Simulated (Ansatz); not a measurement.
Ansatz results at the PBE0-D4/def2-TZVP geometry: HOMO–LUMO gap (PBE0/def2-TZVPP) 6.84 eV; HOMO–LUMO gap (ωB97M-V/def2-TZVPP) 11.05 eV; LUMO energy (PBE/def2-TZVPP) -2.47 eV.

Each molecule was computed in one conformer, which needn't be the lowest.

Question: Which molecule gave them?
A. `ClC[SiH]1O[SiH2]1`
B. `FC1C=NC1`
C. `C[SiH2]B(F)Cl`
D. `C[Si]1(Cl)CN1`

Answer: C. The others give `FC1C=NC1`: 7.01, 11.69, -2.00; `C[Si]1(Cl)CN1`: 7.46, 11.31, -0.29; `ClC[SiH]1O[SiH2]1`: 5.98, 9.81, -1.84.
